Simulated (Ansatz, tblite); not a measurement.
Isomers of In4Se6 (singlet), found by a short tight-binding search and relaxed with PBE-D4/def2-SVP in Ansatz.

In the def2 sets In takes a core potential; there is no spin–orbit coupling. The xTB rows come from tblite.

Other spin states weren't relaxed.

A:

```xyz
10

In    2.0785   -1.1448    1.7908
In   -0.7654   -1.1813   -1.0765
In   -1.8194    1.1837    1.5545
In   -0.3200    3.0487   -1.4766
Se    2.1584    1.3428   -1.1260
Se   -0.9023   -1.6566    1.9380
Se   -2.2261    0.8563   -1.3569
Se   -1.1888   -3.3482    0.2291
Se    1.8273   -1.0161   -1.4466
Se    1.1578    1.9155    0.9702
```

B:

```
atom    x (Å)    y (Å)    z (Å)
 In1   0.2977  -1.5061  -3.4870
 In2  -0.5818   0.5479  -0.8493
 In3  -1.2719  -2.5862   1.1201
 In4   2.3884   1.9318  -0.0725
 Se5  -1.3116   0.5792   2.6493
 Se6  -1.0836   2.2999   1.0338
 Se7   0.9447  -0.1206   2.9679
 Se8   1.4463  -0.8220   0.7498
 Se9   1.1340   1.1805  -2.6435
Se10  -1.9623  -1.5043  -1.4685
```

Q: Estimate which lies lowest at each level, and how far above it the others are (eV).

A: 
```
             level     A     B
          GFN1-xTB  0.27  0.00
          GFN2-xTB  0.42  0.00
   PBE-D4/def2-SVP  0.22  0.00
r2SCAN-D4/def2-SVP  0.27  0.00
  PBE0-D4/def2-SVP  0.29  0.00
```
Point groups (tolerance 0.1 Å): A not assigned, B not assigned. Lower isomers may exist.
